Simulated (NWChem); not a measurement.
System: BeH2; SMILES [BeH2]

Here is an NWChem input.

```
start job
memory heap 200 mb stack 900 mb global 1100 mb
geometry units angstroms
  Be     0.000033     0.000004    -0.000017
  H      0.543426    -0.702815     0.920606
  H     -0.543426     0.702815    -0.920606
end
basis spherical
  * library def2-svp
end
dft
  xc pbe0
  iterations 150
end
driver
  maxiter 120
end
task dft optimize
task dft freq
```

The level has its own optimisation; frequencies are unscaled.

Task: Predict the main results of this run. (PBE0/def2-SVP.) Quantities: r Be–H (Å); highest harmonic frequency (cm⁻¹); lowest (cm⁻¹); zero-point energy (kcal/mol).

Result: 
```json
{
 "r Be–H (Å)": "1.339",
 "highest harmonic frequency (cm⁻¹)": "2247",
 "lowest (cm⁻¹)": "755",
 "zero-point energy (kcal/mol)": "8.3"
}
```
